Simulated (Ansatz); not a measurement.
`C=C(F)BO` → B• + 2 C• + F• + 4 H• + O•  (atomization)

Calculated with Ansatz (gas phase, PBE0-D4/def2-TZVP geometries, no zero-point term in ΔE). CCSD(T)/CBS is the MP2 limit (def2-TZVPP, def2-QZVPP) plus CCSD(T) − MP2 in def2-TZVPP, frozen cores. This one scheme is used for every species, atoms too. DFT in def2-TZVPP. No spin–orbit coupling; open shells (•) take unrestricted orbitals. Spin–orbit coupling would lower the free atoms: a little for B, C, F, O. Each species was taken in one conformer, which may not be the lowest.

| level | ΔE (kcal/mol) |
| --- | --- |
| PBE-D4 | 931.5 |
| B97M-V | 905.1 |
| ωB97M-V | 906.5 |
| PBE0 | 905.0 |

What does CCSD(T)/CBS give? (Estimate.)

Ansatz gave: +900.4 kcal/mol. The listed levels differ from it by 31.1, 4.7, 6.1, 4.6 kcal/mol.

Largest T1 diagnostic among the species: 0.014.

Leaving LDA and LC-ωPBE aside and taking each functional with its dispersion term where it has one, the values, not all of them listed here, spread over 60.9 kcal/mol, from BHLYP-D4 to PBE-D4. LDA lies +120.3 kcal/mol from PBE without D4, its usual overbinding. From r2SCAN to r2SCAN0 (25 % exact exchange), in def2-TZVPP and without D4, ΔE moves by −19.6 kcal/mol: exact exchange takes away binding that semilocal exchange gives to molecules. At CCSD(T), def2-SVP lies −38.6 kcal/mol from the extrapolated value and def2-TZVPP −22.3 kcal/mol: correlation converges slowly with the basis, and small sets miss more of it in the bonded molecule than in its fragments.

For atomizations the MP2-based limit and the directly extrapolated one differ by several kJ/mol either way, and by 10 to 25 for some Ge, Se and Sn compounds, so smaller differences from it don't rank the levels.
